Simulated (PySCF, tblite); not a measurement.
Isomers of C7H12OSi, one GFN2-xTB conformer each. Single-point energies are computed at PBE0/pcSseg-1 (PySCF, gas phase, no added dispersion term), electronic only.

Question: Rank them by PBE0/pcSseg-1 energy, lowest first (kcal/mol).
A. `[O:1]=[C:2]1[CH:3]=[CH:4][CH2:5][C@@H:6]([CH2:7][SiH3:8])[CH2:9]1` with C5–C6–C7–Si8 -63°, O1–C2–C3–C4 -174°, C3–C4–C5–C6 20°, C4–C5–C6–C7 -172°, C5–C6–C9–C2 59°
B. `[CH3:1][C@@H:2]1[CH2:3][Si@@H:4]([CH2:5][C:6]2=[CH:7][CH2:8]2)[O:9]1` with C3–Si4–C5–C6 40°, Si4–C5–C6–C7 -82°
C. `[CH2:1]=[CH:2][C@@H:3]1[CH2:4][C@H:5]([CH:6]=[O:7])[CH2:8][SiH2:9]1` with C1–C2–C3–C4 -139°, C4–C5–C6–O7 -107°, C2–C3–C4–C5 -95°, C3–C4–C5–C6 72°, C4–C5–C8–Si9 43°, C5–C8–Si9–C3 -24°
D. `[CH3:1][CH2:2][C:3]1=[CH:4][SiH2:5][CH:6]=[CH:7][O:8][CH2:9]1` with C1–C2–C3–C4 -109°, C3–C4–Si5–C6 -42°, C4–Si5–C6–C7 24°, C6–C7–O8–C9 11°, C7–O8–C9–C3 -79°
E. `[SiH3:1][CH2:2][C@H:3]1[CH:4]=[CH:5][O:6][CH:7]=[CH:8][CH2:9]1` with Si1–C2–C3–C4 177°, C2–C3–C4–C5 81°, C4–C5–O6–C7 8°, C5–O6–C7–C8 14°, C7–C8–C9–C3 -49°
F. `[CH3:1][CH:2]([CH3:3])[O:4][C:5]1=[CH:6][CH:7]=[CH:8][SiH2:9]1` with C1–C2–O4–C5 -151°, C2–O4–C5–C6 -173°

Answer: A (0.0), C (12.4), D (18.6), F (20.8), E (28.2), B (32.4).

As drawn, the lowest has a C=O bond, which the highest lacks; the highest has a three-membered ring, a four-membered ring and an Si–O bond, which the lowest lacks. Neighbours under 2.5 kcal/mol apart (CCC1=C[SiH2]C=COC1 and CC(C)OC1=CC=C[SiH2]1) can change places with a better method, another conformer or zero-point energy. GFN2-xTB itself gives, in the same order: 0.0, 20.7, 20.4, 20.5, 12.8, 33.1. Both levels put the same isomer lowest; measured from each level's own lowest isomer, the values differ by up to 15.4 kcal/mol ([SiH3]C[C@H]1C=COC=CC1: 12.8 against 28.2).

Which frontier levels, dipoles and rotational constants go with these structures?

| SMILES | HOMO (eV, PBE0/pcSseg-1) | LUMO (eV) | dipole (D) | A, B, C (MHz) |
| --- | --- | --- | --- | --- |
| O=C1C=CC[C@@H](C[SiH3])C1 | -7.08 | -1.49 | 3.46 | 3082, 718.8, 615.1 |
| C=C[C@@H]1C[C@H](C=O)C[SiH2]1 | -6.92 | -0.86 | 2.70 | 1896, 1194, 1050 |
| CCC1=C[SiH2]C=COC1 | -6.72 | -0.52 | 0.98 | 2158, 1099, 837.0 |
| CC(C)OC1=CC=C[SiH2]1 | -5.76 | -1.17 | 1.60 | 2957, 820.0, 732.1 |
| [SiH3]C[C@H]1C=COC=CC1 | -6.33 | 0.11 | 0.49 | 2531, 916.7, 806.9 |
| C[C@@H]1C[Si@@H](CC2=CC2)O1 | -6.65 | 0.20 | 1.92 | 2638, 864.8, 783.8 |

What happens when harmonic zero-point energies from GFN2-xTB frequencies are added?

```
                       SMILES  ZPE (kcal/mol)  electronic (kcal/mol)  with ZPE (kcal/mol)
    O=C1C=CC[C@@H](C[SiH3])C1           104.2                    0.0                  0.0
C=C[C@@H]1C[C@H](C=O)C[SiH2]1           105.0                   12.4                 13.3
           CCC1=C[SiH2]C=COC1           105.5                   18.6                 19.9
         CC(C)OC1=CC=C[SiH2]1           104.6                   20.8                 21.2
       [SiH3]C[C@H]1C=COC=CC1           104.3                   28.2                 28.4
  C[C@@H]1C[Si@@H](CC2=CC2)O1           106.0                   32.4                 34.2
```

The zero-point energies span 1.8 kcal/mol. The order is unchanged.
